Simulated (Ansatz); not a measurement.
`B[SiH2][SiH2]Cl`, one more setting.

```yaml
crystal:
  periodic: [false, false, false]
  atoms:
    - {symbol: B, position_ang: [-1.262358, 0.908176, -0.146394]}
    - {symbol: Si, position_ang: [0.681987, 0.716890, -0.696163]}
    - {symbol: Si, position_ang: [0.741059, -1.226736, 0.576706]}
    - {symbol: Cl, position_ang: [-1.397951, -1.209498, 0.686031]}
    - {symbol: H, position_ang: [-2.132081, 0.834492, -0.962282]}
    - {symbol: H, position_ang: [-1.483501, 1.500975, 0.868652]}
    - {symbol: H, position_ang: [1.656672, 1.737394, -0.223922]}
    - {symbol: H, position_ang: [0.974811, 0.395704, -2.119885]}
    - {symbol: H, position_ang: [1.102441, -2.561076, 0.034174]}
    - {symbol: H, position_ang: [1.202021, -1.147421, 1.986181]}
basis:
  gaussian: {orbitals: def2-TZVPD, nuclear_model: gaussian}
hamiltonian: {xc: {name: wB97}}
scf: {lower_state_search: full}
output: {forces: true}
```

```sh
$ ansatz run in.yaml --threads 2 --pin off --events-out ev --progress --plain --max-ram 4352MiB
```

It prints (some lines left out):

```
Functional definition: wB97
1301 factors; their error is unknown
640 factors; integrals over basis functions are off by at most 3.8e-5 eV
mean field evaluation 1: about -29051.3882 eV, gradient 1.6e1 eV
mean field evaluation 2: about -29052.3111 eV, gradient 7.1e0 eV
mean field evaluation 4: about -29052.4831 eV, gradient 4.1e-1 eV
mean field evaluation 8: about -29052.4843 eV, gradient 4.1e-2 eV
mean field evaluation 16: about -29052.4614 eV, gradient 1.1e-4 eV
mean field -29052.46141717 eV, -1067.6582646153 hartree, gradient 3.5e-5 eV, S^2 0.000000; 0 other end points of the search recorded, 0 dependent functions left out
reference -29052.46139979 eV, -1067.6582639765 hartree; 28, 28 occupied and 195, 195 virtual orbitals, 1301 factors
Total energy: -29052.46139979 eV, -1067.6582639765 hartree
Atom 0 at    -1.262358     0.908176    -0.146394 Å, force     0.018932     0.252006    -0.127389 eV/Å
Atom 1 at     0.681987     0.716890    -0.696163 Å, force     0.119312    -0.047617    -0.015782 eV/Å
Atom 2 at     0.741059    -1.226736     0.576706 Å, force    -0.070489    -0.110961     0.080771 eV/Å
Atom 3 at    -1.397951    -1.209498     0.686031 Å, force     0.124162    -0.216328     0.076923 eV/Å
Atom 4 at    -2.132081     0.834492    -0.962282 Å, force    -0.033971     0.005735    -0.006725 eV/Å
Atom 5 at    -1.483501     1.500975     0.868652 Å, force    -0.020703     0.017438     0.026800 eV/Å
Atom 6 at     1.656672     1.737394    -0.223922 Å, force    -0.067309    -0.045178    -0.022461 eV/Å
Atom 7 at     0.974811     0.395704    -2.119885 Å, force    -0.031617     0.024916     0.071239 eV/Å
Atom 8 at     1.102441    -2.561076     0.034174 Å, force    -0.014036     0.112527     0.021836 eV/Å
Atom 9 at     1.202021    -1.147421     1.986181 Å, force    -0.024281     0.007462    -0.105211 eV/Å
Dipole moment:     0.344884    -0.175305     0.037568 e Å
```

Run time 16 s (2 threads of an Arm Neoverse V1 on a shared host); peak host memory 0.57 GiB.
